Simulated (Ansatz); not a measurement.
```yaml
crystal:
  periodic: [false, false, false]
  atoms:
    - {symbol: Zr, position_ang: [-1.091047, 0.767576, -0.043232]}
    - {symbol: Zr, position_ang: [0.820163, -1.099025, -0.173833]}
    - {symbol: O, position_ang: [-0.240264, -0.302088, 1.291360]}
    - {symbol: O, position_ang: [0.511148, 0.633537, -1.074294]}
basis:
  gaussian: {orbitals: STO-3G, nuclear_model: gaussian, point_charges: [{charge: 0.50, position_ang: [5.068, 0.058, 0.245]}]}
total_charge: 2
hamiltonian: {xc: {name: wB97}}
scf: {lower_state_search: off}
```

```sh
$ ansatz run in.yaml --threads 2 --pin off --events-out ev --progress --plain --max-ram 4352MiB
```

It prints (some lines left out):

```
Functional definition: wB97
803 factors; integrals over basis functions are off by at most 9.4e-5 eV
216 factors; integrals over basis functions are off by at most 8.1e-7 eV
mean field evaluation 1: about -194749.0365 eV, gradient 8.6e1 eV
mean field evaluation 2: about -194627.8155 eV, gradient 2.3e2 eV
mean field evaluation 4: about -194777.6404 eV, gradient 1.0e1 eV
mean field evaluation 8: about -194778.2063 eV, gradient 5.9e-1 eV
mean field evaluation 16: about -194778.1793 eV, gradient 2.6e-3 eV
mean field -194778.17932193 eV, -7157.9660646890 hartree, gradient 9.8e-6 eV, S^2 0.000000; 0 other end points of the search recorded, 0 dependent functions left out
reference -194778.17931559 eV, -7157.9660644561 hartree; 47, 47 occupied and 17, 17 virtual orbitals, 803 factors
Total energy: -194778.17931559 eV, -7157.9660644561 hartree
Checks for a lower state left out: stability, starts, cluster_reference, orbital_swaps, neighbouring_geometries, increment
```

It took 3.4 s on 2 threads of Arm Neoverse V1 on a shared host.

This restricted singlet of an open-shell metal wasn't tested against broken symmetry or higher spin.
